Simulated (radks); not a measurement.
The numbers below are computed, except where a source is named.
Q: These are the eigenvalues of the occupied orbitals of an atom or ion with whole-number occupations (eV). Code: a radial shooting solver on a logarithmic mesh with Libxc functionals. Model: Dirac Kohn-Sham, PBEsol, spin-unpolarised, spherical densities, finite nucleus; Fermi nuclear charge, rms radius of each element as measured or else 0.836 A^(1/3) + 0.57 fm.

| orbital | eigenvalue |
|---|---|
| 1s1/2 | -23019.54 |
| 2s1/2 | -3343.093 |
| 2p1/2 | -3096.433 |
| 2p3/2 | -2951.945 |
| 3s1/2 | -603.3369 |
| 3p1/2 | -506.7827 |
| 3p3/2 | -481.9232 |
| 3d3/2 | -310.7876 |
| 3d5/2 | -305.8832 |
| 4s1/2 | -90.0034 |
| 4p1/2 | -60.7023 |
| 4p3/2 | -56.7983 |
| 4d3/2 | -13.7954 |
| 4d5/2 | -13.3931 |

Which element is it, and in what charge state? The configuration may be excited. Open shells, if any, fill j = l - 1/2 first.

A: Z = 45, rhodium, charge +1: Rh+ in [Kr] 4d8. The list shows which subshells hold electrons but not how many an open one holds; the 1s level, -845.95 hartree, gives Z - s = 41.1 by -(Z - s)^2/2, which with screening and relativity narrows Z to a few neighbours, and the depths of the outer levels then fix element, charge and occupations together.
